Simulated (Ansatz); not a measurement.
CHN, charge +1, doublet, at a GFN2-xTB geometry (a state made from the parent by changing its charge; the spin is typed, not shown lowest). Base run: R2SCAN/def2-SVP in Ansatz (a program for electronic structure).

The Ansatz input:
Ansatz 0.2 input:
```yaml
crystal:
  periodic: [false, false, false]
  atoms:
    - {symbol: C, position_ang: [-0.00000000, -0.00000000, -0.48312722]}
    - {symbol: N, position_ang: [0.00000000, 0.00000000, 0.64165945]}
    - {symbol: H, position_ang: [-0.00000000, -0.00000000, -1.59285286]}
basis:
  gaussian:
    orbitals: def2-SVP
hamiltonian:
  xc: r2scan
total_charge: 1
magnetization: {spin_polarized: true, initial_magnetization: 1}
```

The base run was repeated with changes; each row names its change, and settings that it needs were set with it.

```json
[
 {"change": "base", "ΔE vs base (mEh)": "0.000"},
 {"change": "accuracy = high", "ΔE vs base (mEh)": "0.001"},
 {"change": "nuclear_model = gaussian", "ΔE vs base (mEh)": "0.010"},
 {"change": "lower_state_search = off", "ΔE vs base (mEh)": "0.000"},
 {"change": "final_grid = 4, 8, 17", "ΔE vs base (mEh)": "-1.693"},
 {"change": "point_charge = charge:0.5 position_ang:-3.5548, 0.3416, 1.5759", "ΔE vs base (mEh)": "61.516"},
 {"change": "final_grid = 14, 28, 59", "ΔE vs base (mEh)": "0.001"},
 {"change": "final_grid = 10, 20, 41", "ΔE vs base (mEh)": "-0.010"},
 {"change": "point_charge = charge:1.0 position_ang:3.1238, 1.5324, -2.6839", "ΔE vs base (mEh)": "124.1"},
 {"change": "fitting.mean_field = def2-universal-JKFIT", "ΔE vs base (mEh)": "-0.022"},
 {"change": "forces = on", "ΔE vs base (mEh)": "0.000"}
]
```
